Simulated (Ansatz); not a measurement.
A run on CH₈GeSi (`C[SiH2][GeH3]`) with other settings.

```yaml
crystal:
  periodic: [false, false, false]
  atoms:
    - {symbol: C, position_ang: [-1.174313, 1.466760, -0.218587]}
    - {symbol: Si, position_ang: [-0.478292, -0.498861, -0.561198]}
    - {symbol: Ge, position_ang: [1.287335, -1.052703, 0.923275]}
    - {symbol: H, position_ang: [-1.732857, 1.667697, -1.233030]}
    - {symbol: H, position_ang: [0.029835, 2.029684, -0.706785]}
    - {symbol: H, position_ang: [-1.079414, 1.827134, 0.679775]}
    - {symbol: H, position_ang: [-0.042009, -1.048302, -1.957590]}
    - {symbol: H, position_ang: [-1.536637, -1.240644, -0.323206]}
    - {symbol: H, position_ang: [1.039026, -0.689488, 2.463418]}
    - {symbol: H, position_ang: [2.270876, -0.014463, 0.479873]}
    - {symbol: H, position_ang: [1.448764, -2.170385, 0.747624]}
basis:
  gaussian: {orbitals: aug-pcseg-2}
magnetization: {spin_polarized: true, initial_magnetization: 2}
hamiltonian: {xc: {name: wB97X}}
output: {forces: true}
```

```sh
$ ansatz run in.yaml --threads 4 --pin off --events-out ev --progress --plain --max-ram 10444MiB
```

It prints (some lines left out):

```
Functional definition: wB97X
1497 factors; their error is unknown
659 factors; integrals over basis functions are off by at most 2.4e-5 eV
mean field evaluation 1: about -65549.4102 eV, gradient 3.1e1 eV
mean field evaluation 2: about -65549.1506 eV, gradient 3.1e1 eV
mean field evaluation 4: about -65554.6133 eV, gradient 1.2e0 eV
mean field evaluation 8: about -65554.7016 eV, gradient 3.1e-1 eV
mean field evaluation 16: about -65554.8962 eV, gradient 7.7e-2 eV
mean field evaluation 32: about -65554.8973 eV, gradient 2.6e-4 eV
mean field -65554.89728690 eV, -2409.0980405882 hartree, gradient 2.2e-5 eV, S^2 2.016972; 6 other end points of the search recorded, 0 dependent functions left out
reference -65554.89726575 eV, -2409.0980398111 hartree; 31, 29 occupied and 308, 310 virtual orbitals, 1497 factors
Total energy: -65554.89726575 eV, -2409.0980398111 hartree
Atom 0 at    -1.174313     1.466760    -0.218587 Å, force     3.996701     2.411915    -7.681603 eV/Å
Atom 1 at    -0.478292    -0.498861    -0.561198 Å, force     3.291011     0.584898    -3.738530 eV/Å
Atom 2 at     1.287335    -1.052703     0.923275 Å, force    -2.489025    16.875073     4.052005 eV/Å
Atom 3 at    -1.732857     1.667697    -1.233030 Å, force     0.018082    -0.746304     2.626872 eV/Å
Atom 4 at     0.029835     2.029684    -0.706785 Å, force    -3.379654    -2.039506     1.466132 eV/Å
Atom 5 at    -1.079414     1.827134     0.679775 Å, force    -1.155268     2.338228     5.284504 eV/Å
Atom 6 at    -0.042009    -1.048302    -1.957590 Å, force     0.331381    -0.614260     0.978634 eV/Å
Atom 7 at    -1.536637    -1.240644    -0.323206 Å, force    -3.947087    -2.173256     0.811006 eV/Å
Atom 8 at     1.039026    -0.689488     2.463418 Å, force    -0.106814    -0.290847    -1.029035 eV/Å
Atom 9 at     2.270876    -0.014463     0.479873 Å, force     0.797122     0.088218    -0.191863 eV/Å
Atom 10 at     1.448764    -2.170385     0.747624 Å, force     2.643550   -16.434158    -2.578121 eV/Å
Dipole moment:     0.142557     0.230886     0.397855 e Å
```

Run time 77 s (4 threads of an Arm Neoverse V2 on a shared host); peak host memory 2.6 GiB.
